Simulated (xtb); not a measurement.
methyl prop-2-enoate (C4H6O2), SMILES C(=O)(OC)C=C. All values are semi-empirical tight-binding results from xtb (GFN2-xTB unless named), good for trends rather than for accurate numbers. Geometry optimised at GFN2-xTB. One conformer was computed; it need not be the lowest.

Optimised geometry:

Bond lengths (Å): C1–C2 1.325, C1–H7 1.078, C1–H8 1.076, C2–C3 1.478, C2–H9 1.079, C3–O4 1.205, C3–O5 1.343, O5–C6 1.419, C6–H10 1.092, C6–H11 1.092, C6–H12 1.087. Angles (°): C2–C1–H7 120.1, C2–C1–H8 122.4, H7–C1–H8 117.5, C1–C2–C3 121.1, C1–C2–H9 123.3, C3–C2–H9 115.5, C2–C3–O4 125.8, C2–C3–O5 110.8, O4–C3–O5 123.5, C3–O5–C6 116.0, O5–C6–H10 110.3, O5–C6–H11 110.3, O5–C6–H12 106.3, H10–C6–H11 108.6, H10–C6–H12 110.6, H11–C6–H12 110.6.
Charge 0, spin multiplicity 1.

Computed properties:
```yaml
point_group_as_xtb_finds_it: Cs
orbital_gap: 3.79 eV
dipole_moment: 1.85 D
zero_point_energy: 57.5 kcal/mol
G − E(el) at 298.15 K (modified RRHO): 38.0 kcal/mol
static polarisability (D4 model): 57.5 bohr³
solvation energy, GFN2-xTB/ALPB(water): -4.0 kcal/mol
solvation energy, GFN2-xTB/ALPB(benzene): -6.2 kcal/mol
```

Computed IR lines (harmonic; lines under 4 % of the strongest left out, lines within 3 cm⁻¹ merged):
ν (cm⁻¹): 301 (w), 771 (w), 872 (w), 1018 (w), 1146 (s), 1160 (s), 1269 (m), 1377 (w), 1675 (w), 1751 (vs), 2974 (w), 2986 (w), 3137 (w) (against the strongest line: vs over 80 %, s over 45 %, m over 15 %, w over 4 %, vw less)

Question: Give the atomic charges and the Wiberg bond orders between heavy atoms. (The exact figures need the calculation; the answer reports its results.)

Answer: charges (e) C1 -0.06, C2 -0.06, C3 0.35, O4 -0.41, O5 -0.26, C6 0.03, H7 0.08, H8 0.06, H9 0.07, H10 0.06, H11 0.06, H12 0.07. Bond orders C1–C2 1.93, C2–C3 1.01, C3–O4 1.73, C3–O5 1.11, O5–C6 0.96.
